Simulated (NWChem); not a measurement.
The numbers come from NWChem runs, not from measurements. System: CF$_{2}$I, charge 1, spin multiplicity 1, at the geometry of a parent with another charge or spin, in a state set for the comparison that need not be this species' ground state. Level: MP2/def2-TZVP with def2 effective core potentials on I, 7 core orbitals frozen.

The NWChem input:

```
start mol
memory heap 200 mb stack 900 mb global 1100 mb
charge 1
geometry units angstroms nocenter noautoz
  F      1.925053    -0.076688    -1.073206
  C      1.304813     0.340704     0.000000
  F      1.925053    -0.076688     1.073206
  I     -0.801506    -0.012525     0.000000
  symmetry group Cs
end
basis spherical
  * library def2-tzvp
end
ecp
  I library def2-ecp
end
scf
  rhf
  nopen 0
  maxiter 100
  thresh 1e-7
  semidirect memsize 60000000 filesize 0
end
mp2
  freeze core 7
end
task mp2 energy
```

Output (cleaned and shortened):

```
             Northwest Computational Chemistry Package (NWChem) 7.3.0
             --------------------------------------------------------

                                NWChem Input Module
                                -------------------

 Scaling coordinates for geometry "geometry" by  1.889725989
 (inverse scale =  0.529177249)

 Turning off AUTOSYM since
 SYMMETRY directive was detected!

                             Geometry "geometry" -> ""
                             -------------------------

 Output coordinates in angstroms (scale by  1.889725989 to convert to a.u.)

  No.       Tag          Charge          X              Y              Z
 ---- ---------------- ---------- -------------- -------------- --------------
    1 F                    9.0000     1.92505300    -0.07668800    -1.07320600
    2 C                    6.0000     1.30481300     0.34070400     0.00000000
    3 F                    9.0000     1.92505300    -0.07668800     1.07320600
    4 I                   53.0000    -0.80150600    -0.01252500     0.00000000

 Effective nuclear repulsion energy (a.u.)     314.7048833879

            Nuclear Dipole moment (a.u.)
            ----------------------------
        X                 Y               Z
 ---------------- ---------------- ----------------
     0.0000264562     0.0000283459     0.0000000000

      Symmetry information
      --------------------

 Group name             Cs
 Group number              2
 Group order               2
 No. of unique centers     3

      Symmetry unique atoms

     1    2    4


 Summary of "ao basis" -> "" (spherical)
 ------------------------------------------------------------------------------
       Tag                 Description            Shells   Functions and Types
 ---------------- ------------------------------  ------  ---------------------
 *                         def2-tzvp                  on all atoms

 Summary of "ao basis" -> "ao basis" (spherical)
 ------------------------------------------------------------------------------
       Tag                 Description            Shells   Functions and Types
 ---------------- ------------------------------  ------  ---------------------
 F                         def2-tzvp                11       31   5s3p2d1f
 C                         def2-tzvp                11       31   5s3p2d1f
 I                         def2-tzvp                16       50   6s5p3d2f

                                 NWChem SCF Module
                                 -----------------

  ao basis        = "ao basis"
  functions       =   143
  atoms           =     4
  closed shells   =    24
  open shells     =     0
  charge          =   1.00
  wavefunction    = RHF
  use symmetry    = T
  symmetry adapt  = T

 Summary of "ao basis" -> "ao basis" (spherical)
 ------------------------------------------------------------------------------
       Tag                 Description            Shells   Functions and Types
 ---------------- ------------------------------  ------  ---------------------
 F                         def2-tzvp                11       31   5s3p2d1f
 C                         def2-tzvp                11       31   5s3p2d1f
 I                         def2-tzvp                16       50   6s5p3d2f

      Symmetry analysis of basis
      --------------------------

        a'         85
        a"         58

 Forming initial guess at       0.1s

      Superposition of Atomic Density Guess
      -------------------------------------
[...]
   103      0.221430  4 I  px               112     -0.207832  4 I  px
    44      0.202660  2 C  py               104      0.182836  4 I  py

 Vector   26  Occ=0.000000D+00  E=-1.462947D-01  Symmetry=a'
              MO Center= -1.9D-01,  1.7D-01,  2.2D-12, r^2= 3.9D+00
   Bfn.  Coefficient  Atom+Function         Bfn.  Coefficient  Atom+Function
  ----- ------------  ---------------      ----- ------------  ---------------
   112      0.597631  4 I  px                35     -0.358204  2 C  s
    99      0.318526  4 I  s                 40      0.308745  2 C  px
   109      0.268550  4 I  px                37      0.263691  2 C  px
    44      0.248425  2 C  py               103     -0.242111  4 I  px
    41      0.220297  2 C  py               106      0.202309  4 I  px

 Vector   27  Occ=0.000000D+00  E=-5.674756D-06  Symmetry=a"
              MO Center=  5.5D-01,  3.6D-01, -2.5D-13, r^2= 4.4D+00
   Bfn.  Coefficient  Atom+Function         Bfn.  Coefficient  Atom+Function
  ----- ------------  ---------------      ----- ------------  ---------------
    45      1.307903  2 C  pz                 5      0.814044  1 F  s
    67     -0.814044  3 F  s                 42      0.383143  2 C  pz
   114     -0.377926  4 I  pz               128     -0.251126  4 I  d  1
    12     -0.217954  1 F  px                74      0.217954  3 F  px
    39      0.191766  2 C  pz                13      0.151056  1 F  py

 center of mass
 --------------
 x =  -0.13788939 y =  -0.00443199 z =   0.00000000

 moments of inertia (a.u.)
 ------------------
         162.122616708070          -3.460053319381           0.000000000000
          -3.460053319381        1019.839443764977           0.000000000000
           0.000000000000           0.000000000000         869.396680007858

  Mulliken analysis of the total density
  --------------------------------------

    Atom       Charge   Shell Charges
 -----------   ------   -------------------------------------------------------
    1 F    9     9.05   0.77  1.20  0.61  1.03  0.32  2.21  2.24  0.66  0.00  0.02  0.00
    2 C    6     5.45   0.86  1.12  0.55  0.69  0.03  0.92  0.92  0.05  0.05  0.22  0.03
    3 F    9     9.05   0.77  1.20  0.61  1.03  0.32  2.21  2.24  0.66  0.00  0.02  0.00
    4 I   25    24.44   0.19 -0.77  1.59  1.00  1.18  0.79 -0.49  6.44  1.26  2.60  0.58  9.24  0.76  0.05  0.01  0.00

       Multipole analysis of the density wrt the origin
       ------------------------------------------------

     L   x y z        total         open         nuclear
     -   - - -        -----         ----         -------
     0   0 0 0      1.000000      0.000000     49.000000

     1   1 0 0      0.367032      0.000000     42.409575
     1   0 1 0      0.326338      0.000000      0.662755
     1   0 0 1      0.000000      0.000000      0.000000

     2   2 0 0    -20.024095      0.000000    332.039136
     2   1 1 0      2.551604      0.000000      0.932009
     2   1 0 1      0.000000      0.000000      0.000000
     2   0 2 0    -27.496380      0.000000      2.879192
     2   0 1 1      0.000000      0.000000      0.000000
     2   0 0 2    -29.015264      0.000000     74.034877

                   NWChem MP2 Semi-direct Energy/Gradient Module
                   ---------------------------------------------

  Basis functions       =    143
  Molecular orbitals    =    143
  Frozen core           =      7
  Frozen virtuals       =      0
  Active alpha occupied =     17
  Active beta occupied  =     17
  Active alpha virtual  =    119
  Active beta virtual   =    119
  Use MO symmetry       = T
  Use skeleton AO sym   = T

  AO/Fock/Back tols     =   1.0D-09  1.0D-09  1.0D-09

 GA uses MA = F    GA memory limited = T

 Available:
  local mem=  1.26D+08
 global mem=  1.44D+08
 local disk=  0.00D+00
  mp2_memr nvloc                   119
  nvloc new                   119
   1 passes of  17:        5242880                     142825                  67482642.
   1 passes of  17: M    126139527           G      144138302           F     120896647.

 Semi-direct pass number   1 of   1  for RHF alpha+beta  at        4.3s
  vrange nnbf                  9806
  mp2_eaftype                   257  avail_ma_in_mb                  1099
 EAF : mp2_eaftype filesize         257   33741321.
  mp2_eaf for mointskh                    257
Node 0 wrote    158.7 Mb in      0.0 s     Agg I/O rate:  7376.9 Mb/s
 Done moints_semi at        9.7s
  mp2_eaftype                   257  avail_ma_in_mb                   842
 EAF : mp2_eaftype filesize         257   33741321.
  mp2_eaf for kh                   257
 Done maket at       10.0s
 Done multipass loop at       10.0s

          -------------------------------------------
          SCF energy                -533.101512086079
          Correlation energy          -1.130364416415
          Singlet pairs               -0.605543281181
          Triplet pairs               -0.524821135234
          Total MP2 energy          -534.231876502495
          -------------------------------------------

          ---------------------------------------------------
                    Spin Component Scaled (SCS) MP2
          Same spin pairs                     -0.349880756823
          Same spin scaling factor             0.333333333333
          Opposite spin pairs                 -0.780483659593
          Opposite spin scaling fact.          1.200000000000
          SCS-MP2 correlation energy          -1.053207310452
          Total SCS-MP2 energy              -534.154719396531
          ---------------------------------------------------

 -----------------------
 Performance information
 -----------------------

 Timer overhead =  1.31D-07 seconds/call

               Nr. of calls         CPU time (s)                 Wall time (s)                GFlops
             ---------------    -------------------     ------------------------------   -------------------
Name         Min   Avg   Max    Min     Avg     Max     Min     Avg     Max   Mx/calls   Min     Max     Sum
mp2: moin     1     1     1    5.4     5.4     5.4      5.4     5.4     5.4     5.4      0.0     0.0     0.0
mp2: make     1     1     1   0.34    0.34    0.34     0.34    0.34    0.34    0.34      0.0     0.0     0.0
mp2: tota     1     1     1    5.8     5.8     5.8      5.8     5.8     5.8     5.8      0.0     0.0     0.0

 The average no. of pstat calls per process was 3.00D+00
 with a timing overhead of 3.92D-07s

 Task  times  cpu:       10.0s     wall:       10.0s

 Total times  cpu:       10.0s     wall:       10.0s
```
